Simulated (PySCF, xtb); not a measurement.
Se(Me)(SH) (CH4SSe), SMILES C[Se]S.

GFN2-xTB run with xtb at its own geometry gives an orbital gap of 3.48 eV and a dipole moment of 2.49 D.

Geometry: PBE0-D3(BJ)/def2-SVP. Other conformers were not sampled.

What does HF/def2-TZVPD (PySCF) give? (Estimate from the structure and the level; the computed values follow.)

gap 10.50 eV (levels -9.31 and 1.19 eV), dipole 1.89 D.
